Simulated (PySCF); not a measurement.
## Potential energy of GeB along the bond

Set-up: Ge cc-pVTZ-PP with ECP10, B cc-pVTZ; scalar-relativistic core potentials (PySCF 2.14). Energies in eV from Ge + B in their ground configurations at the same level. State: ⁴Σ⁻ (quartet), unpaired electrons σ ↑, π ↑↑.

All columns are PBE0. A positive dipole means Ge(−)B(+).

| R (Å) | E (eV) | μ (D) | Mulliken charge on Ge (basis-dependent) | HOMO (eV) | LUMO (eV) | Mayer bond order | ⟨S²⟩ |
| --- | --- | --- | --- | --- | --- | --- | --- |
| 1.706 | -2.383 | -0.56 | 0.15 | -6.44 | -3.55 | 2.03 | 3.75 |
| 1.786 | -2.855 | -0.68 | 0.15 | -6.49 | -3.42 | 2.01 | 3.75 |
| 1.865 | -3.114 | -0.78 | 0.15 | -6.52 | -3.30 | 1.98 | 3.75 |
| 1.925 | -3.203 | -0.85 | 0.15 | -6.54 | -3.22 | 1.95 | 3.75 |
| 1.984 | -3.226 | -0.90 | 0.15 | -6.54 | -3.15 | 1.91 | 3.75 |
| 2.043 | -3.198 | -0.94 | 0.15 | -6.42 | -3.09 | 1.87 | 3.75 |
| 2.123 | -3.102 | -0.97 | 0.15 | -6.27 | -3.01 | 1.82 | 3.75 |
| 2.222 | -2.921 | -0.97 | 0.14 | -6.12 | -2.92 | 1.73 | 3.75 |
| 2.341 | -2.657 | -0.91 | 0.12 | -5.95 | -2.83 | 1.63 | 3.75 |
| 2.500 | -2.277 | -0.74 | 0.09 | -5.77 | -2.90 | 1.51 | 3.76 |

A fit through these points gives, at Re = 1.978 Å, μ = -0.90 D and dμ/dR = -0.837 D/Å; the reduced mass is 9.582 u.

How strong is the fundamental in the double-harmonic approximation, I = 42.26·(dμ/dR)²/μred km/mol?

I = 42.26·(-0.837)²/9.582 = 3.09 km/mol at PBE0.

Spin–orbit coupling is left out. The state was picked by a PBE0 search and need not be the measured ground state.
